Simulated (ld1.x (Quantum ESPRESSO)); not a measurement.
# Ru: TM pseudisation with LDA (PZ), scalar-relativistic reference atom.

| Item | Value |
| --- | --- |
| Element | ruthenium |
| Generator | ld1.x (Quantum ESPRESSO) 7.5 |
| Type | norm-conserving Troullier–Martins (Kleinman–Bylander form) |
| Functional | LDA (PZ) |
| Relativity | scalar-relativistic |
| Frozen core | [Kr] |
| Valence charge | 8 |
| Reference configuration | 4d7 5s0 5p1 |
| Partial waves | 5s (bound, empty): rc 2.66 bohr; 5p (bound): rc 2.90 bohr; 4d (bound): rc 1.90 bohr |
| Local potential | all-electron potential smoothed inside 1.66 bohr (lloc = -1) |
| Core correction | none |

Poles of the logarithmic derivatives, all-electron (AE) and pseudo (PS). Narrow ghost or core levels that the grid stepped over were put in at their known energies. s: poles at 0.8 (AE) and 0.7, 4.6 (PS) Ry. p: poles at 1.7 (AE) and -0.5, 1.7 (PS) Ry. d: poles at -0.4, 3.4 (AE) and -0.4, 3.5 (PS) Ry. Test radius 3.15 bohr.

* Cutoffs needed: 50 Ry and 55 Ry (the cutoffs (Ry, on a coarse ladder) from which the occupation-weighted sum of valence levels, in a spherical-Bessel basis at the reference potential, stays within 10 and 1 mRy of its value at 400 Ry)
* Ghost test: ghost states, extra bound levels that the all-electron valence spectrum of the same l lacks: s at -68.2 eV, p at -6.1 eV; a true bound ghost makes a file unfit for plane-wave use (spherical-Bessel basis up to 400 Ry, 20 bohr box)
* Configuration tests: 2 of 9 tests not solved or not reliable; not counted: 4d6 5s1 5p1 (solver errors, printed error -2.4 eV); 4d7 5s0 5p1 (spin-polarised) (solver errors, printed error -1.1 eV)
